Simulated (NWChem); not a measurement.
Program: NWChem. System: selenium hexafluoride (F6Se), charge 0, spin multiplicity 1, at a geometry optimised with PBE/def2-SVP. Level: PBE/def2-SVP.

Part of the output:

```
             Northwest Computational Chemistry Package (NWChem) 7.3.0
             --------------------------------------------------------

                                NWChem Input Module
                                -------------------

 Scaling coordinates for geometry "geometry" by  1.889725989
 (inverse scale =  0.529177249)

 Turning off AUTOSYM since
 SYMMETRY directive was detected!

                             Geometry "geometry" -> ""
                             -------------------------

 Output coordinates in angstroms (scale by  1.889725989 to convert to a.u.)

  No.       Tag          Charge          X              Y              Z
 ---- ---------------- ---------- -------------- -------------- --------------
    1 F                    9.0000     0.00000000    -1.73517300     0.00000000
    2 Se                  34.0000     0.00000000     0.00000000     0.00000000
    3 F                    9.0000     1.73517500     0.00000000     0.00000000
    4 F                    9.0000     0.00000000     0.00000000     1.73517500
    5 F                    9.0000    -1.73517500     0.00000000     0.00000000
    6 F                    9.0000     0.00000000     0.00000000    -1.73517500
    7 F                    9.0000     0.00000000     1.73517300     0.00000000

 Effective nuclear repulsion energy (a.u.)     806.5887584055

            Nuclear Dipole moment (a.u.)
            ----------------------------
        X                 Y               Z
 ---------------- ---------------- ----------------
     0.0000000000     0.0000000000     0.0000000000

      Symmetry information
      --------------------

 Group name             D2h
 Group number             26
 Group order               8
 No. of unique centers     4

      Symmetry unique atoms

     1    2    3    4


 Summary of "ao basis" -> "" (spherical)
 ------------------------------------------------------------------------------
       Tag                 Description            Shells   Functions and Types
 ---------------- ------------------------------  ------  ---------------------
 *                          def2-svp                  on all atoms

  pbe96 is a nonlocal functional; adding pw91lda local functional.

                                 NWChem DFT Module
                                 -----------------

 Summary of "ao basis" -> "ao basis" (spherical)
 ------------------------------------------------------------------------------
[...]
     7     -0.233487  1 F  px                54     -0.233533  3 F  py
    82      0.233533  5 F  py               109      0.233487  7 F  px

 Vector   43  Occ=2.000000D+00  E=-3.709487D-01  Symmetry=b3g
              MO Center= -4.1D-26,  3.1D-14, -4.1D-14, r^2= 3.4D+00
   Bfn.  Coefficient  Atom+Function         Bfn.  Coefficient  Atom+Function
  ----- ------------  ---------------      ----- ------------  ---------------
     6      0.355047  1 F  pz                65      0.355104  4 F  py
    93     -0.355104  6 F  py               108     -0.355047  7 F  pz
     9     -0.233487  1 F  pz                68     -0.233533  4 F  py
    96      0.233533  6 F  py               111      0.233487  7 F  pz

 Vector   44  Occ=2.000000D+00  E=-3.709401D-01  Symmetry=b2g
              MO Center=  2.4D-14, -2.9D-17, -8.1D-15, r^2= 3.4D+00
   Bfn.  Coefficient  Atom+Function         Bfn.  Coefficient  Atom+Function
  ----- ------------  ---------------      ----- ------------  ---------------
    52      0.355074  3 F  pz                64     -0.355074  4 F  px
    80     -0.355074  5 F  pz                92      0.355074  6 F  px
    55     -0.233511  3 F  pz                67      0.233511  4 F  px
    83      0.233511  5 F  pz                95     -0.233511  6 F  px

 Vector   45  Occ=0.000000D+00  E=-1.957920D-01  Symmetry=ag
              MO Center= -7.5D-14, -1.2D-13,  8.4D-14, r^2= 2.7D+00
   Bfn.  Coefficient  Atom+Function         Bfn.  Coefficient  Atom+Function
  ----- ------------  ---------------      ----- ------------  ---------------
    18      0.952710  2 Se s                 17     -0.516708  2 Se s
    19      0.324238  2 Se s                  5      0.271320  1 F  py
    50     -0.271332  3 F  px                66     -0.271332  4 F  pz
    78      0.271332  5 F  px                94      0.271332  6 F  pz
   107     -0.271320  7 F  py                 8     -0.220088  1 F  py

 Vector   46  Occ=0.000000D+00  E= 5.077401D-03  Symmetry=b2u
              MO Center=  1.3D-15,  8.9D-14,  1.1D-15, r^2= 2.1D+00
   Bfn.  Coefficient  Atom+Function         Bfn.  Coefficient  Atom+Function
  ----- ------------  ---------------      ----- ------------  ---------------
    30      0.786677  2 Se py                27      0.761734  2 Se py
    24     -0.379114  2 Se py                 3      0.359224  1 F  s
   105     -0.359224  7 F  s                  5     -0.315642  1 F  py
   107     -0.315642  7 F  py                 8      0.309014  1 F  py
   110      0.309014  7 F  py                 2      0.157024  1 F  s

 Vector   47  Occ=0.000000D+00  E= 5.081954D-03  Symmetry=b3u
              MO Center=  8.0D-14, -6.3D-17,  4.2D-17, r^2= 2.1D+00
   Bfn.  Coefficient  Atom+Function         Bfn.  Coefficient  Atom+Function
  ----- ------------  ---------------      ----- ------------  ---------------
    29      0.786690  2 Se px                26      0.761727  2 Se px
    23     -0.379111  2 Se px                49     -0.359230  3 F  s
    77      0.359230  5 F  s                 50     -0.315645  3 F  px
    78     -0.315645  5 F  px                53      0.309023  3 F  px
    81      0.309023  5 F  px                48     -0.157022  3 F  s

 center of mass
 --------------
 x =   0.00000000 y =   0.00000000 z =   0.00000000

 moments of inertia (a.u.)
 ------------------
         817.072799913308           0.000000000000           0.000000000000
           0.000000000000         817.073741689521           0.000000000000
           0.000000000000           0.000000000000         817.072799913308

     Multipole analysis of the density
     ---------------------------------

     L   x y z        total         alpha         beta         nuclear
     -   - - -        -----         -----         ----         -------
     0   0 0 0     -0.000000    -44.000000    -44.000000     88.000000

     1   1 0 0     -0.000000     -0.000000     -0.000000      0.000000
     1   0 1 0      0.000000      0.000000      0.000000      0.000000
     1   0 0 1      0.000000      0.000000      0.000000      0.000000

     2   2 0 0    -35.877595   -114.705679   -114.705679    193.533763
     2   1 1 0      0.000000      0.000000      0.000000      0.000000
     2   1 0 1     -0.000000     -0.000000     -0.000000      0.000000
     2   0 2 0    -35.878783   -114.706050   -114.706050    193.533317
     2   0 1 1      0.000000      0.000000      0.000000      0.000000
     2   0 0 2    -35.877588   -114.705676   -114.705676    193.533763

 Task  times  cpu:        1.6s     wall:        1.6s

 Total times  cpu:        1.6s     wall:        1.6s
```

Write an NWChem input that would produce this output.

Several could match; the one computed here: 
```
start mol
memory heap 200 mb stack 900 mb global 1100 mb
geometry units angstroms nocenter noautoz
  F      0.000000    -1.735173     0.000000
  Se     0.000000     0.000000     0.000000
  F      1.735175     0.000000     0.000000
  F      0.000000     0.000000     1.735175
  F     -1.735175     0.000000     0.000000
  F      0.000000     0.000000    -1.735175
  F      0.000000     1.735173     0.000000
  symmetry group D2h
end
basis spherical
  * library def2-svp
end
dft
  xc xpbe96 cpbe96
  semidirect memsize 60000000 filesize 0
  iterations 100
end
task dft energy
```
